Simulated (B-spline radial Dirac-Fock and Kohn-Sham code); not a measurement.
## Re⁺: N5-O23O23 lines in intermediate coupling

System: the Re⁺ ion, configuration [Xe] 4f14 5d5 6s1, inside a Watson sphere of charge -1 and radius 3 Å (a model of the Madelung potential; inside it an electron's potential energy is raised by 4.8 eV).

Input of the calculation (task.json; shells as n, l, electrons):

```json
{"items": [{
  "Z": 75,
  "q": 1,
  "cfg": [[1, 0, 2], [2, 0, 2], [2, 1, 6], [3, 0, 2], [3, 1, 6], [3, 2, 10], [4, 0, 2], [4, 1, 6], [4, 2, 10], [4, 3, 14], [5, 0, 2], [5, 1, 6], [5, 2, 5], [6, 0, 1]],
  "A": 187,
  "rrms": 5.3698,
  "watson": [-1, 3.0],
  "do": ["binding", "quiet", "double"]
}]}
```

Run with: `python xray_run.py task.json out`

These are calculated numbers from a radial finite-basis atomic code; the model is Dirac-Fock (average of configuration) total-energy differences with a finite nucleus, the Breit interaction including its frequency dependence, and self-energy and vacuum-polarisation corrections. The two-hole levels come from diagonalising the Coulomb interaction among the jj configurations; intensities are independent-particle Coulomb rates. Kinetic energies are from the vacuum level. The model has no electron correlation. Open outer shells are spectators and are not coupled to the holes.

```
kinetic energy (eV)  J  leading jj holes (weight)  leading LS term (weight)
              129.1  0                O2O2 (0.98)                ³P0 (0.52)
              141.2  2                O2O3 (0.99)                ¹D2 (0.76)
              143.1  1                O2O3 (1.00)                ³P1 (1.00)
              150.5  0                O3O3 (0.98)                ¹S0 (0.52)
              153.7  2                O3O3 (0.99)                ³P2 (0.76)
```

The intensity is shared as follows: 141.2 eV 74.8 %, 153.7 eV 17.8 %, 129.1 eV 6.5 %, 150.5 eV 0.7 %, 143.1 eV 0.1 %.

The strongest line, by its leading LS label ¹D2, lies at 141.2 eV. The mean weight of the leading component is 0.99 in jj and 0.71 in LS coupling, so jj labels describe these levels better.
